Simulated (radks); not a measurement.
Results of a calculation; reference values are marked as such.
Gd VIII, configuration [Kr] 4d10 4f6 5s2 5p3. Code: a radial shooting solver on a logarithmic mesh with Libxc functionals. Model: scalar-relativistic Kohn-Sham, PBEsol, spin-polarised, spherical densities, finite nucleus; open shells are filled with parallel spins first (spin-orbit coupling, left out, can overturn this in heavy ions); Fermi nuclear charge, rms radius 5.1569 fm.

Unscreened Slater integrals over Kohn-Sham orbitals (cm^-1). They are taken over the spin-up orbitals.

F0(4f,4f): 263300
F2(4f,4f): 127770
F4(4f,4f): 80677
F6(4f,4f): 58185
F0(4f,5p): 171530
F2(4f,5p): 61254
G2(4f,5p): 28844
G4(4f,5p): 23421
F0(4f,5s): 185730
G3(4f,5s): 33104
F0(4f,4d): 284760
F2(4f,4d): 138680
F4(4f,4d): 89000
G1(4f,4d): 163190
G3(4f,4d): 103120
G5(4f,4d): 73086
F0(5p,5p): 143880
F2(5p,5p): 78673
F0(5p,5s): 150770
G1(5p,5s): 102760
F0(5p,4d): 177270
F2(5p,4d): 54155
G1(5p,4d): 15622
G3(5p,4d): 15443
F0(5s,5s): 159210
F0(5s,4d): 192950
G2(5s,4d): 21627
F0(4d,4d): 313100
F2(4d,4d): 159340
F4(4d,4d): 106720

Derived for the open shells (J is the average intra-shell exchange parameter used in DFT+U). 4f: F4/F2 = 0.631, F6/F2 = 0.455, J = (286 F2 + 195 F4 + 250 F6)/6435 = 10380 cm^-1. 5p: J = F2/5 = 15730 cm^-1.
